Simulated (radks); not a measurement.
Spherical jellium clusters: N electrons in a uniform positive sphere of charge N and radius rs N^(1/3), rs = 5.44 bohr. Calculated with a radial shooting solver with Libxc functionals: non-relativistic Kohn-Sham, PBE, spin-polarised, spherical densities. Levels are named by radial order and angular momentum (1s, 1p, 1d, 2s, ...), and open shells are averaged over m.

N = 3, configuration 1s2 1p(up 1, down 0). This is the lowest configuration that the search found. Occupied and some empty levels:

| level | occupation | eigenvalue (eV) | <r> (bohr) |
|---|---|---|---|
| 1s up | 1 | -2.9816 | 5.765 |
| 1s down | 1 | -2.7348 | 5.350 |
| 1p up | 1 | -1.9225 | 7.111 |
| 1p down | 0 | -1.5190 | 7.083 |
| 1d up | 0 | -0.71601 | 8.983 |

Energy (eV): total -4.63355, kinetic 3.3059, external -36.660, Hartree 18.113, exchange-correlation -8.1215, background 18.729.
